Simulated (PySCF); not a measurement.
Compound: C₂H₉NSi.
Numbering: `[CH3:1][NH:2][SiH2:3][CH3:4]` (hydrogens: H5, H6, H7 on C1; H8 on N2; H9, H10 on Si3; H11, H12, H13 on C4)

Method: PySCF, PBE0-D3(BJ)/def2-SVP geometry optimisation, gas phase.

Problem. List the bond lengths, angles and torsions at this level.

Solution. 
```csv
bond,length (Å)
C1–N2,1.442
N2–Si3,1.736
Si3–C4,1.875
"C1–H5, C1–H6, C1–H7",1.105
N2–H8,1.014
Si3–H9,1.496
Si3–H10,1.507
"C4–H11, C4–H12, C4–H13",1.101
```

Bonds in one row agree within 0.01 Å and their mean is given. A selection of angles:
```csv
angle,degrees
N2–C1–H5,110.1
N2–C1–H6,111.4
N2–C1–H7,114.3
H5–C1–H6,106.3
H5–C1–H7,106.8
C1–N2–Si3,124.2
C1–N2–H8,113.6
Si3–N2–H8,116.2
N2–Si3–C4,111.0
N2–Si3–H9,105.6
N2–Si3–H10,113.9
C4–Si3–H9,111.2
C4–Si3–H10,107.5
H9–Si3–H10,107.6
Si3–C4–H11,110.8
Si3–C4–H12,110.4
H11–C4–H12,108.6
H11–C4–H13,108.1
```

Torsions: C1–N2–Si3–C4 -63° (synclinal). The mirror-image conformer, all signs reversed, is as good.

Si3 (SiH2 silicon) is distorted tetrahedral (angles from 105.6° to 113.9°). N2 (silicon-bound nitrogen) has angles 124.2°, 116.2° and 113.6°, sum 354.0°, 0.19 Å off the plane of its three neighbours.

Point group: C1 (no symmetry element, even within 0.4 Å). No PBE0-D3(BJ)/def2-SVP frequencies stand behind this structure, so it isn't proved a minimum. The numbers are those of one conformer.
